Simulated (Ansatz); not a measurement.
Ansatz (a first-principles code) input (PBE0/6-31G*):

Ansatz 0.2 input:
```yaml
crystal:
  periodic: [false, false, false]
  atoms:
    - {symbol: Si, position_ang: [1.35693360, -0.00146745, -0.04150920]}
    - {symbol: Si, position_ang: [-1.05179259, 0.00113746, 0.03217480]}
    - {symbol: H, position_ang: [-1.43164850, 1.40291342, -0.25629229]}
    - {symbol: H, position_ang: [-1.38277417, -0.43938540, 1.40653663]}
    - {symbol: H, position_ang: [-1.45755147, -0.95890811, -1.01956274]}
basis:
  gaussian:
    orbitals: 6-31G*
hamiltonian:
  xc: {name: PBE0}
total_charge: 1
```

Output:

```
Functional definition: PBE0
integrals: 0.01 GiB planned
426 factors; integrals over basis functions are off by at most 8.7e-4 eV
mean field: 0.10 GiB planned
mean field evaluation 1: about -15783.4701 eV, gradient 2.1e1 eV
mean field evaluation 2: about -15782.0043 eV, gradient 2.8e1 eV
mean field evaluation 4: about -15785.7593 eV, gradient 9.6e-1 eV
mean field evaluation 8: about -15785.7620 eV, gradient 1.6e-3 eV
mean field -15785.76197937 eV, -580.1160527681 hartree, gradient 7.7e-5 eV, S^2 0.000000; 0 other end points of the search recorded, 0 dependent functions left out
reference -15785.76200507 eV, -580.1160537126 hartree; 15, 15 occupied and 29, 29 virtual orbitals, 426 factors
Total energy: -15785.76200507 eV, -580.1160537126 hartree
```
